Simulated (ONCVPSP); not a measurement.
**Before and after: ONCV potential for Mo**

Mo (Z = 42), optimised norm-conserving Vanderbilt (ONCV), made with ONCVPSP 4.0.1 (PBEsol, scalar-relativistic). Core [Ar] 3d10, reference 4s2 4p6 4d5 (charge +1). Waves: 4s: rc 1.75 bohr, ncon 4, nbas 8, qcut 5.8 1/bohr, 2 projectors, debl 0.6 Ha; 4p: rc 1.25 bohr, ncon 4, nbas 8, qcut 6.1 1/bohr, 2 projectors, debl 2.4 Ha; 4d: rc 1.85 bohr, ncon 3, nbas 8, qcut 7 1/bohr, 3 projectors, debl 0.7 Ha. Local part: polynomial inside 0.90 bohr (lpopt 3, dvloc0 0 Ha). Core correction: Teter function, fcfact 4.75, rcfact 1.6.

In the s channel the program set the typed energies aside and used -2.611, 0.250 Ha.

Change: local potential polynomial inside 0.90 bohr (lpopt 3, dvloc0 9 Ha).

Cutoffs: the cutoffs (Ha) at which the residual kinetic energy of the hardest occupied pseudo-wave falls to 1 and 0.1 mHa per electron; they do not see the model core or the augmentation charge, which bear on the density cutoff. Errors are all-electron minus pseudo energies relative to the spin-unpolarised reference configuration.

Task: Predict the effect on cutoff, ghosts and configuration errors.

Result: The potential gets neither clearly harder nor softer (75 Ha and 129 Ha → 75 Ha and 129 Ha); of the 4 tests that both files solve, the error grows in 0 and shrinks in 4 by more than 15 % and 0.3 meV (median size 0.8 → 0.4 meV); the range in which the s phases agree widens (upper end 3.2 → at the end of the scan); neither file shows a bound ghost.

| quantity | base | changed |
| --- | --- | --- |
| cutoff, loose | 75 Ha | 75 Ha |
| cutoff, tight | 129 Ha | 129 Ha |
| bound ghosts | none | none |
| GHOST(+) flags under 300 eV | s at 93.6 eV | s at 201.4 eV |
| error for 4s2 4p6 4d5 5s1, meV [ΔE -6.90 eV] | +0.9 | +0.5 |
| error for 4s2 4p6 4d4, meV [ΔE 15.46 eV] | +0.8 | +0.1 |
| error for 4s2 4p6 4d3, meV [ΔE 42.18 eV] | +7.6 | +5.8 |
| error for 4s2 4p6 4d4 5s1 5p1, meV [ΔE -3.14 eV] | +0.8 | -0.2 |
| s: phases at 1.77 bohr within 0.05 rad from the reference energy up to (Ha; the scan ends near 5) | 3.2 | to the end of the scan |
| p: phases at 1.27 bohr within 0.05 rad from the reference energy up to (Ha; the scan ends near 5) | to the end of the scan | to the end of the scan |
| d: phases at 1.88 bohr within 0.05 rad from the reference energy up to (Ha; the scan ends near 5) | to the end of the scan | to the end of the scan |
| rms error of d²Exc/dni dnj with the model core, mHa | 3.89 | 3.88 |
